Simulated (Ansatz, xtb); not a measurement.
Torsion H4–C1–S2–Sn3 in CH6SSn (SMILES C[S][SnH3]); at each angle all else is relaxed with GFN2-xTB, and the levels are single points there.
Geometry at 60° (charge 0, multiplicity 1):
```xyz
9

C      1.60486    -0.09086     0.14256
S      1.19487    -0.02308    -1.62700
Sn    -0.83925    -1.28811    -1.68764
H      1.73540    -1.11995     0.46028
H      2.53988     0.44812     0.24918
H      0.83096     0.39629     0.72649
H     -0.59563    -2.84942    -1.11456
H     -1.37076    -1.33869    -3.26376
H     -2.01596    -0.59188    -0.70971
```

On the grid 0° to 120°, 0° is the highest and 60° the lowest point at MP2/CBS(def2-TZVPP, def2-QZVPP) + ΔCCSD(T)/def2-TZVPP.

Codes used: Ansatz (Gaussian orbitals); xtb for the GFN methods. Each number belongs to the level named beside it. In def2 rows elements past Kr take small-core potentials, without spin–orbit coupling.

### Question
Give the energy at 0° less that at 60° at the level GFN2-xTB.

### Answer
3 kJ/mol

Ansatz is an electronic-structure program.
